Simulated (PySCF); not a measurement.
C₂H₇FSi₃, SMILES F[SiH2][Si@H]1C=C[SiH2]1.

Coordinates come from a PBE0-D3(BJ)/def2-SVP optimisation. The structure was generated by enumeration; whether it is a known compound was not checked. Other conformers were not sampled.

Calculation: TDDFT-PBE/def2-SVPD (PySCF).

Vertical excitations. The molecule is in vacuum.

```
state  energy (eV)  λ (nm)      f                                                                   main pairs
-----  -----------  ------  -----  ---------------------------------------------------------------------------
S1            4.53     273  0.002                                                               HOMO→LUMO 93 %
S2            5.03     246  0.001                                           HOMO−1→LUMO 47 %, HOMO→LUMO+1 42 %
S3            5.26     236  0.048                         HOMO−2→LUMO 40 %, HOMO→LUMO+1 37 %, HOMO−1→LUMO 12 %
S4            5.37     231  0.024   HOMO−2→LUMO 33 %, HOMO−2→LUMO+1 15 %, HOMO−1→LUMO 15 %, HOMO−1→LUMO+1 13 %
S5            5.60     221  0.001                                         HOMO−1→LUMO+1 62 %, HOMO−3→LUMO 24 %
S6            5.72     217  0.006                                         HOMO−2→LUMO+1 61 %, HOMO→LUMO+2 28 %
S7            5.87     211  0.075  HOMO→LUMO+2 43 %, HOMO−2→LUMO+1 19 %, HOMO−1→LUMO+2 16 %, HOMO−1→LUMO+1 7 %
S8            5.98     207  0.002                     HOMO−3→LUMO 44 %, HOMO−1→LUMO+2 23 %, HOMO−1→LUMO+1 12 %
S9            6.15     201  0.001                                                             HOMO−4→LUMO 95 %
S10           6.23     199  0.009                     HOMO→LUMO+3 52 %, HOMO−3→LUMO+1 17 %, HOMO−1→LUMO+2 16 %
T1            4.01     309      0                                             HOMO→LUMO 62 %, HOMO−1→LUMO 22 %
T2            4.41     281      0         HOMO→LUMO 34 %, HOMO−1→LUMO 31 %, HOMO−2→LUMO 17 %, HOMO→LUMO+1 12 %
T3            4.70     264      0                                           HOMO→LUMO+1 59 %, HOMO−2→LUMO 36 %
T4            4.74     262      0                         HOMO−1→LUMO 40 %, HOMO−2→LUMO 33 %, HOMO→LUMO+1 25 %
```
Triplets are in the Tamm–Dancoff approximation, which puts them higher than full response would, so one can lie above its singlet here.
